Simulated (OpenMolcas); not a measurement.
Ti3+, Zr3+, Hf3+: d down the group

```
Program             : OpenMolcas 26.06
Method              : CASSCF
Basis               : ANO-RCC-VQZP
Scalar Hamiltonian  : DKH2, point nucleus
Spin-orbit coupling : state interaction with AMFI integrals over the reference wave functions, term energies averaged over their components
```

Active space for each ion: 1 electron in 10 orbitals (d d).

Computed levels in cm-1 above ²D_3/2:

```json
{"Level": "²D_5/2", "Ti3+": "380", "Zr3+": "1223", "Hf3+": "4990"}
{"Level": "weight of ²D in the lowest level (%)", "Ti3+": "100", "Zr3+": "100", "Hf3+": "100"}
```

Measured, with the error of the calculation in %. Measured levels: Ti3+ from Corliss and Sugar, J. Phys. Chem. Ref. Data 8, 1 (1979); Zr3+ from the list in Rauch et al., Astron. Astrophys. 599, A142 (2017).

| Level | Ti3+ | Zr3+ |
| --- | --- | --- |
| ²D_5/2 | 382 (-0.5) | 1251 (-2.2) |

The fine-structure level ²D_5/2 changes by a factor of 13.1 from Ti3+ to Hf3+.

With one active electron the reference holds no correlation, so core polarisation is missing. With one active electron outside closed inactive shells, the extra shells (4d) add no correlation to the reference (holds for Ti3+). With one active electron outside closed inactive shells, the extra shells (5d) add no correlation to the reference (holds for Zr3+). With one active electron outside closed inactive shells, the extra shells (6d) add no correlation to the reference (holds for Hf3+). Computed and measured levels are paired by configuration, term and J; levels that our copy of the source lacks, or whose pairing is in doubt (as where it misses far off the trend of its configuration), stay unpaired and out of the deviations. Levels of configurations outside the active space are missing.
